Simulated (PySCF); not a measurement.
H2InO2, SMILES [OH][In][OH], multiplicity 2. Geometry optimised at B3LYP-D3(BJ)/def2-TZVP. The def2 effective core potentials stand for the cores of In; spin–orbit coupling is left out. The values are those of a single conformer.

All values below come from B3LYP-D3(BJ)/def2-TZVP run with PySCF.

Harmonic wavenumbers (cm⁻¹): 116, 213, 248, 507, 530, 733, 793, 3772, 3813. Rotational constants (GHz): 14.57, 5.031, 3.740; symmetry number 1.

Problem. Work out the zero-point energy and the ideal-gas rigid-rotor harmonic-oscillator thermochemistry at 298.15 K and 1 atm.

Solution. ZPE = ½ Σ hcν = ½ × 10723 cm⁻¹ = 15.33 kcal/mol. H − E(el) = 19.17 kcal/mol. Entropy in cal/(mol K): translation 40.90, rotation 24.58, vibration 8.65, spin 1.38, total 75.50. G − E(el) = -3.34 kcal/mol. Cp = 17.32 cal/(mol K). Modes under 150 cm⁻¹ make the vibrational entropy uncertain.
